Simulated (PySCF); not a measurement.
CH₁₁NOSi₃, SMILES C[Si@@H]([SiH3])O[SiH2]N.

The structure is a stationary point at B3LYP-D3(BJ)/def2-SVP. The structure was generated by enumeration; whether it is a known compound was not checked. One conformer was computed; it need not be the lowest.

Two levels are set side by side: PBE/def2-TZVP (PySCF) and ωB97X/def2-TZVP (PySCF). Same geometry, gas phase. Differences are taken from unrounded values.

| quantity | ωB97X | PBE | PBE minus ωB97X |
|---|---|---|---|
| orbital gap (eV) | 12.14 | 5.58 | -6.56 |
| highest occupied level (eV) | -9.94 | -6.27 | 3.67 |
| lowest empty level (eV) | 2.20 | -0.68 | -2.89 |
| dipole moment (D) | 0.97 | 0.92 | -0.05 |

PBE's occupied levels lie high since its potential decays too fast outside the molecule; exact exchange lowers them and widens the gap. Differences between two approximate levels are no errors against the true value.

Rough cost on one machine, each run with all the roots and properties that it gave: ωB97X against PBE within a factor of 2.
